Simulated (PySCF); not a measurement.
**Cl2GeH6Si2: core ionisation energies**

Species: Ge(SiH3)2Cl2.
Z-matrix (Å and degrees, PBE0-D3(BJ)/def2-SVP geometry), rows numbered from 1:
```
Ge
Si  1  2.3849
H   2  1.4927  1  108.45
H   2  1.4903  1  107.71  3  -119.86
H   2  1.4925  1  109.37  3   119.62
Si  1  2.3821  2  124.29  3   -59.29
H   6  1.4925  1  108.91  2    59.33
H   6  1.4925  1  108.70  2   -60.51
H   6  1.4900  1  107.55  2   179.42
Cl  1  2.1762  2  107.14  3   176.44
Cl  1  2.1768  2  105.55  3    63.25
```

Method used: delta-SCF UKS SCAN, pcX-2 on the ionised atom, pcseg-1 elsewhere, spin-free X2C (PySCF). Each binding energy is the total energy of the core-ionised species, with the hole localised on one atom, minus that of the ground state; both are solved self-consistently, so orbital relaxation is included.

What binding energy does each computed site have?

```
  atom(s)   bonded to     level  binding energy (eV)  2p1/2 (eV)  count
Cl10/Cl11          Ge     Cl 1s              2827.93           –      2
  Si2/Si6  3 H and Ge     Si 1s              1846.74           –      2
Cl10/Cl11          Ge  Cl 2p3/2               205.35      207.01      2
  Si2/Si6  3 H and Ge  Si 2p3/2               107.03      107.65      2
```

Which photon energy gives electrons from Si 2p3/2 of Si2/Si6 a kinetic energy of 50 eV, and what is their de Broglie wavelength?

hν = 107.03 + 50 = 157.03 eV, recoil neglected; λ = 12.264 Å/√(E/eV) = 1.73 Å.

Topologically equivalent atoms share the value of their first member; where this conformer doesn't relate them by symmetry, their own values could differ. The 2p values aren't plain energy differences: one relaxed spin-free 2p hole is combined with a matrix within the shell (ground-state 2p orbital-energy differences and spin–orbit coupling). 2p3/2, the mean of its two sublevels, lies a third of the splitting below the shell's mean and 2p1/2 two thirds above it; the statistical areas are 2:1. 2p1/2 minus 2p3/2 (ligand field included): Si 0.62 eV, Cl 1.65 eV. No level of germanium is listed. Geometry: PBE0-D3(BJ)/def2-SVP; no solvent, vibrations or thermal averaging.
